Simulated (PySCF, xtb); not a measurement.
C2H6N2OSi, SMILES CN[SiH2]N=C=O.

xtb with GFN2-xTB at its own geometry gives an orbital gap of 4.74 eV and a dipole moment of 2.87 D.

Coordinates come from a B3LYP-D3(BJ)/def2-SVP optimisation. The structure was generated by enumeration, and PubChem lists no compound with its InChIKey, so it may never have been made. Other conformers were not sampled.

What does PBE/def2-TZVP (PySCF) give? (Estimate from the structure and the level; the computed values follow.)

gap 5.26 eV (levels -5.92 and -0.66 eV), dipole 2.82 D.
